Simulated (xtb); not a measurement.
CCl2F, charge +2, doublet, geometry from GFN2-xTB of the parent state (a state made from the parent by changing its charge; the spin is typed, not shown lowest); xtb with GFN0-xTB.

Here is a job for xtb.
```
$ xtb mol.xyz --gfn 0 --chrg 2 --uhf 1 --json

# file mol.xyz
4

F     -0.04346639     1.56731242    -0.01240176
C     -0.00758804     0.27360984    -0.00216501
Cl     1.47322308    -0.42239037     0.03775658
Cl    -1.44753333    -0.50393144    -0.03042682
```

### Question
What does xtb print? Leave out banner, timings and long lists.

### Answer

```
   ID    Z sym.   atoms
    1    9 F      1
    2    6 C      2
    3   17 Cl     3, 4

           -------------------------------------------------
          |                Calculation Setup                |
           -------------------------------------------------

           -------------------------------------------------
          |                 G F N 0 - x T B                 |
           -------------------------------------------------

          ...................................................
          :                      SETUP                      :
          :.................................................:
          :  # basis functions                  28          :
          :  # atomic orbitals                  26          :
          :  # shells                           10          :
          :  # electrons                        23          :
          :  electronic temp.          300.0000000     K    :
          :  accuracy                    1.0000000          :
          :  -> integral cutoff          0.2500000E+02      :
          :  -> integral neglect         0.1000000E-07      :
          ...................................................

         :::::::::::::::::::::::::::::::::::::::::::::::::::::
         ::                     SUMMARY                     ::
         :::::::::::::::::::::::::::::::::::::::::::::::::::::
         :: total energy             -10.438543083069 Eh    ::
         :: gradient norm              0.048927434397 Eh/a0 ::
         :: HOMO-LUMO gap              3.573316594233 eV    ::
         ::.................................................::
         :: H0 energy                -13.787740751059 Eh    ::
         :: repulsion energy           0.046741178922 Eh    ::
         :: electrostat energy         3.315084272643 Eh    ::
         :: -> Gsolv                   0.000000000000 Eh    ::
         ::    -> Gsasa                0.000000000000 Eh    ::
         ::    -> Gshift               0.000000000000 Eh    ::
         :: dispersion energy         -0.000732991130 Eh    ::
         :: short-range corr.         -0.011894792445 Eh    ::
         :: add. restraining           0.000000000000 Eh    ::
         :: total charge               2.000000000000 e     ::
         :::::::::::::::::::::::::::::::::::::::::::::::::::::

           -------------------------------------------------
          |                Property Printout                |
[...]
        17                         -0.0629737              -1.7136
        18                         -0.0624464              -1.6993
        19                         -0.0617758              -1.6810
        20                         -0.0612334              -1.6662
        21                         -0.0588011              -1.6001
        22                         -0.0522950              -1.4230
        23                          0.0176377               0.4799
       ...                                ...                  ...
        26                          0.4238790              11.5343
      -------------------------------------------------------------
                  HL-Gap            0.1313170 Eh            3.5733 eV
             Fermi-level            0.0000000 Eh            0.0000 eV

     #   Z          covCN         q      C6AA      α(0)
     1   9 F        0.878    -0.028     9.649     3.578
     2   6 C        2.571     0.962    14.185     6.138
     3  17 Cl       1.065     0.533    82.976    13.925
     4  17 Cl       1.065     0.533    82.976    13.925

 Mol. C6AA /au·bohr⁶  :        624.102521
 Mol. C8AA /au·bohr⁸  :      22593.456358
 Mol. α(0) /au        :         37.564974

Wiberg/Mayer (AO) data.
largest (>0.10) Wiberg bond orders for each atom

 ---------------------------------------------------------------------------
     #   Z sym  total        # sym  WBO       # sym  WBO       # sym  WBO
 ---------------------------------------------------------------------------
     1   9 F    1.599 --     2 C    1.213     4 Cl   0.193     3 Cl   0.193
     2   6 C    3.704 --     3 Cl   1.246     4 Cl   1.246     1 F    1.213
     3  17 Cl   1.581 --     2 C    1.246     1 F    0.193     4 Cl   0.143
     4  17 Cl   1.581 --     2 C    1.246     1 F    0.193     3 Cl   0.143
 ---------------------------------------------------------------------------

Topologies differ in total number of bonds
Writing topology from bond orders to xtbtopo.mol

 dipole moment from electron density (au)
     X       Y       Z
  -0.0633   2.2837  -0.0181  total (Debye):    5.807

           -------------------------------------------------
          | TOTAL ENERGY              -10.438543083069 Eh   |
          | GRADIENT NORM               0.048927434397 Eh/α |
          | HOMO-LUMO GAP               3.573316594233 eV   |
           -------------------------------------------------

normal termination of xtb
```
